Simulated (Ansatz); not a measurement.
Species: H₄BNO₂, SMILES `NB(O)O` (O–B–O–H torsion 0°, O–B–O–H torsion 180°) (charge 0, multiplicity 1), formula H$_{4}$BNO$_{2}$.

Problem. How many basis functions does frozen-core CCSD(T)/cc-pVTZ // CAM-B3LYP-D3(BJ)/def2-TZVP (Ansatz, an electronic-structure program) use, how many core orbitals are frozen, and how many electrons are correlated?

Solution. 176 basis functions and 4 frozen orbitals, which leaves 24 correlated electrons. Core time is of the order of minutes.
